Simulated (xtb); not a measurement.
Cl$_{2}$Pb (SMILES [Cl][Pb][Cl]), singlet, geometry from GFN2-xTB (such geometries of metal compounds can be far from the true shape); GFN0-xTB in xtb 6.7.1.

The xtb input:
```
$ xtb mol.xyz --gfn 0 --json

# file mol.xyz
3

Pb     0.00765115    -0.01117216     0.46344358
Cl     1.26191218     1.44651416    -1.10463352
Cl    -1.29881774    -1.39262489    -1.13080023
```

Problem. Predict the main parts of the log of this xtb run.

Solution. 
```
   ID    Z sym.   atoms
    1   82 Pb     1
    2   17 Cl     2, 3

           -------------------------------------------------
          |                Calculation Setup                |
           -------------------------------------------------

           -------------------------------------------------
          |                 G F N 0 - x T B                 |
           -------------------------------------------------

          ...................................................
          :                      SETUP                      :
          :.................................................:
          :  # basis functions                  24          :
          :  # atomic orbitals                  22          :
          :  # shells                            8          :
          :  # electrons                        18          :
          :  electronic temp.          300.0000000     K    :
          :  accuracy                    1.0000000          :
          :  -> integral cutoff          0.2500000E+02      :
          :  -> integral neglect         0.1000000E-07      :
          ...................................................

         :::::::::::::::::::::::::::::::::::::::::::::::::::::
         ::                     SUMMARY                     ::
         :::::::::::::::::::::::::::::::::::::::::::::::::::::
         :: total energy             -11.053998376268 Eh    ::
         :: gradient norm              0.005466004872 Eh/a0 ::
         :: HOMO-LUMO gap              4.183996369446 eV    ::
         ::.................................................::
         :: H0 energy                -11.022906459278 Eh    ::
         :: repulsion energy           0.002409768624 Eh    ::
         :: electrostat energy        -0.032825689102 Eh    ::
         :: -> Gsolv                   0.000000000000 Eh    ::
         ::    -> Gsasa                0.000000000000 Eh    ::
         ::    -> Gshift               0.000000000000 Eh    ::
         :: dispersion energy         -0.000675996512 Eh    ::
         :: short-range corr.          0.000000000000 Eh    ::
         :: add. restraining           0.000000000000 Eh    ::
         :: total charge              -0.000000000000 e     ::
         :::::::::::::::::::::::::::::::::::::::::::::::::::::

           -------------------------------------------------
          |                Property Printout                |
           -------------------------------------------------

    * Orbital Energies and Occupations

         #    Occupation            Energy/Eh            Energy/eV
      -------------------------------------------------------------
         1        2.0000           -0.9706408             -26.4125
         2        2.0000           -0.9703888             -26.4056
         3        2.0000           -0.7930812             -21.5808
         4        2.0000           -0.4900083             -13.3338
         5        2.0000           -0.4764395             -12.9646
         6        2.0000           -0.4670117             -12.7080
         7        2.0000           -0.4503349             -12.2542
         8        2.0000           -0.4490450             -12.2191
         9        2.0000           -0.4445031             -12.0955 (HOMO)
        10                         -0.2907440              -7.9115 (LUMO)
        11                         -0.1608439              -4.3768
        12                         -0.1262598              -3.4357
        13                         -0.0643980              -1.7524
        14                         -0.0643170              -1.7502
        15                         -0.0642159              -1.7474
        16                         -0.0641540              -1.7457
        17                         -0.0640333              -1.7424
        18                         -0.0633759              -1.7245
        19                         -0.0579546              -1.5770
        20                         -0.0456090              -1.2411
       ...                                ...                  ...
        22                          0.0314350               0.8554
      -------------------------------------------------------------
                  HL-Gap            0.1537590 Eh            4.1840 eV
             Fermi-level            0.0000000 Eh            0.0000 eV

     #   Z          covCN         q      C6AA      α(0)
     1  82 Pb       1.687     0.443   497.778    45.796
     2  17 Cl       0.843    -0.222   104.064    15.593
     3  17 Cl       0.843    -0.222   104.064    15.593

 Mol. C6AA /au·bohr⁶  :       1800.336250
 Mol. C8AA /au·bohr⁸  :     168207.550175
 Mol. α(0) /au        :         76.982885

Wiberg/Mayer (AO) data.
largest (>0.10) Wiberg bond orders for each atom

 ---------------------------------------------------------------------------
     #   Z sym  total        # sym  WBO       # sym  WBO       # sym  WBO
 ---------------------------------------------------------------------------
     1  82 Pb   1.885 --     2 Cl   0.942     3 Cl   0.942
     2  17 Cl   1.006 --     1 Pb   0.942
     3  17 Cl   1.006 --     1 Pb   0.942
 ---------------------------------------------------------------------------

Topologies differ in total number of bonds
Writing topology from bond orders to xtbtopo.mol

 dipole moment from electron density (au)
     X       Y       Z
   0.0446  -0.0652   2.7028  total (Debye):    6.873

           -------------------------------------------------
          | TOTAL ENERGY              -11.053998376268 Eh   |
          | GRADIENT NORM               0.005466004872 Eh/α |
          | HOMO-LUMO GAP               4.183996369446 eV   |
           -------------------------------------------------

normal termination of xtb
```
